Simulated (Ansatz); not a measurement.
`CBB(N)Br` + `Cl[Si](Cl)(Cl)Br` → `NB(Br)Br` + `CB[Si](Cl)(Cl)Cl`  (redistribution)

Computed with Ansatz on PBE0-D4/def2-TZVP structures; ΔE is electronic, products minus reactants. CCSD(T)/CBS is the MP2 limit (def2-TZVPP, def2-QZVPP) plus CCSD(T) − MP2 in def2-TZVPP, frozen cores. Functionals use def2-TZVPP. B3LYP here is the variant with VWN-RPA as its local correlation; programs differ in this. For Br outer-core shells are correlated without core-valence functions, which leaves a few kJ/mol of doubt a bond. Scalar relativity is left out up to krypton. One conformer a species, not always the lowest.

| level | ΔE (kcal/mol) | difference from CCSD(T)/CBS |
| --- | --- | --- |
| revPBE-D4 | 1.2 | -1.0 |
| BLYP-D4 | 1.4 | -0.8 |
| r2SCAN-D4 | 1.9 | -0.3 |
| B3LYP-D4 | 1.8 | -0.4 |
| r2SCANh-D4 | 1.9 | -0.3 |
| r2SCAN0-D4 | 2.0 | -0.2 |
| CAM-B3LYP-D4 | 1.7 | -0.5 |
| BLYP | 1.2 | -1.0 |
| B3LYP | 1.6 | -0.6 |
| BHLYP | 2.1 | -0.1 |
| LC-ωPBE | 1.6 | -0.6 |
| RPA@PBE/def2-TZVPP | 0.3 | -1.9 |
| CCSD(T)/def2-SVP | -1.5 | -3.7 |
| HF/def2-QZVPP | 2.4 | 0.2 |
| SCS-MP2/def2-QZVPP | 2.0 | -0.2 |
| CCSD/CBS(def2) | 2.4 | 0.2 |
| CCSD(T)/CBS | 2.2 | 0 |

Largest T1 diagnostic among the species: 0.010.

At CCSD(T), def2-SVP lies −3.7 kcal/mol from the extrapolated value and def2-TZVPP −1.3 kcal/mol. Leaving LDA and LC-ωPBE aside and taking each functional with its dispersion term where it has one, the values, not all of them listed here, spread over 1.2 kcal/mol, from PBE-D4 to BHLYP-D4.

CCSD(T)/CBS has its own doubt, a few kJ/mol and more with outer-core shells, so smaller differences from it don't rank the levels.
